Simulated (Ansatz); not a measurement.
Reaction (redistribution): `C[Si](F)(F)[SiH3]` + `O/C=C/[SiH2]O` → `O/C=C/[SiH2][SiH3]` + `C[Si](O)(F)F`

Isolated molecules relaxed with PBE0-D4/def2-TZVP in Ansatz; ΔE leaves out vibrations. CBS: MP2 limit from def2 TZ/QZ plus the TZ coupled-cluster correction, frozen cores. Double bonds are as drawn, so ΔE can hold a change between cis and trans. DFT in def2-TZVPP. B3LYP here is the variant with VWN-RPA as its local correlation; programs differ in this. Each species was taken in one conformer, which may not be the lowest.

```json
{"level": "PBE-D4", "ΔE (kJ/mol)": "-37.8", "difference from CCSD(T)/CBS": "3.3"}
{"level": "r2SCAN-D4", "ΔE (kJ/mol)": "-41.6", "difference from CCSD(T)/CBS": "-0.5"}
{"level": "PBE0-D4", "ΔE (kJ/mol)": "-41.2", "difference from CCSD(T)/CBS": "-0.1"}
{"level": "B3LYP-D4", "ΔE (kJ/mol)": "-37.2", "difference from CCSD(T)/CBS": "3.9"}
{"level": "ωB97X-V", "ΔE (kJ/mol)": "-37.6", "difference from CCSD(T)/CBS": "3.5"}
{"level": "ωB97M-V", "ΔE (kJ/mol)": "-39.5", "difference from CCSD(T)/CBS": "1.6"}
{"level": "B2PLYP", "ΔE (kJ/mol)": "-38.6", "difference from CCSD(T)/CBS": "2.5"}
{"level": "PBE", "ΔE (kJ/mol)": "-37.8", "difference from CCSD(T)/CBS": "3.3"}
{"level": "PBE0", "ΔE (kJ/mol)": "-41.2", "difference from CCSD(T)/CBS": "-0.1"}
{"level": "B3LYP", "ΔE (kJ/mol)": "-37.3", "difference from CCSD(T)/CBS": "3.8"}
{"level": "HF/def2-TZVPP", "ΔE (kJ/mol)": "-40.0", "difference from CCSD(T)/CBS": "1.1"}
{"level": "SCS-MP2/def2-TZVPP", "ΔE (kJ/mol)": "-39.5", "difference from CCSD(T)/CBS": "1.6"}
{"level": "CCSD(T)/def2-TZVPP", "ΔE (kJ/mol)": "-42.3", "difference from CCSD(T)/CBS": "-1.2"}
{"level": "HF/CBS(def2)", "ΔE (kJ/mol)": "-40.2", "difference from CCSD(T)/CBS": "0.9"}
{"level": "MP2/CBS(def2)", "ΔE (kJ/mol)": "-40.5", "difference from CCSD(T)/CBS": "0.6"}
{"level": "CCSD/CBS(def2)", "ΔE (kJ/mol)": "-41.1", "difference from CCSD(T)/CBS": "0.0"}
{"level": "CCSD(T)/CBS", "ΔE (kJ/mol)": "-41.1", "difference from CCSD(T)/CBS": "0"}
```

Largest T1 diagnostic among the species: 0.013.

From PBE to PBE0 (25 % exact exchange), in def2-TZVPP and without D4, ΔE moves by −3.4 kJ/mol.
